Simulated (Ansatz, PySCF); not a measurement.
Molecule: sum formula HSiO, net charge 1, singlet state. It need not be the lowest isomer of its formula. 
Structure (B3LYP-D3(BJ)/def2-TZVP (Ansatz, a program for electronic structure) minimum search):
SMILES: [OH+]=[Si]
```xyz
3

O      0.0000     0.0000    -0.8973
Si     0.0000     0.0000     0.6459
H      0.0000     0.0000    -1.8643
```
Charge +1, spin multiplicity 1.

Wanted: vertical ionisation energy (to the doublet state of charge +2; each state is the SCF solution reached for its spin), in eV. Valence correlation only, unless marked. Open shells are spin-unrestricted. Spin-orbit coupling is left out. Non-relativistic. CBS(X,Y): correlation extrapolated as X^-3; Hartree-Fock from the larger set.

| level | program | vertical ionisation energy (eV) | minus last row |
|---|---|---|---|
| SVWN5/def2-TZVPD | Ansatz | 19.79 | 0.07 |
| PBE/def2-TZVPD | Ansatz | 19.61 | -0.11 |
| r2SCAN/def2-TZVPD | Ansatz | 19.42 | -0.30 |
| B3LYP/def2-TZVPD | Ansatz | 19.81 | 0.09 |
| PBE0/def2-TZVPD | Ansatz | 19.65 | -0.07 |
| BHLYP/def2-TZVPD | Ansatz | 19.70 | -0.02 |
| CAM-B3LYP/def2-TZVPD | Ansatz | 19.83 | 0.11 |
| wB97M-V/def2-TZVPD | Ansatz | 19.81 | 0.09 |
| wB97X-V/def2-TZVPD | Ansatz | 19.73 | 0.01 |
| CCSD/aug-cc-pV(D+d)Z | Ansatz | 19.63 | -0.09 |
| CCSD/def2-SVPD | Ansatz | 19.55 | -0.17 |
| CCSD/aug-cc-pV(T+d)Z | Ansatz | 19.69 | -0.03 |
| CCSD/def2-TZVPPD | Ansatz | 19.67 | -0.05 |
| CCSD/def2-QZVPPD | Ansatz | 19.70 | -0.02 |
| CCSD/CBS(def2-TZVPPD,def2-QZVPPD) | Ansatz | 19.72 | 0.00 |
| CCSD(T)/aug-cc-pV(D+d)Z | Ansatz | 19.62 | -0.10 |
| CCSD(T)/def2-SVPD | Ansatz | 19.54 | -0.18 |
| CCSD(T)/aug-cc-pV(T+d)Z | Ansatz | 19.68 | -0.04 |
| CCSD(T)/def2-TZVPPD | Ansatz | 19.67 | -0.05 |
| CCSD(T)/def2-QZVPPD | Ansatz | 19.70 | -0.02 |
| CCSD(T)/CBS(def2-TZVPPD,def2-QZVPPD) | Ansatz | 19.72 | 0.00 |

For comparison, minus the highest occupied orbital energy (PySCF): 18.15 eV at CAM-B3LYP/def2-TZVPD, 16.87 eV at PW6B95/def2-TZVPD, 15.70 eV at M06-L/def2-TZVPD.
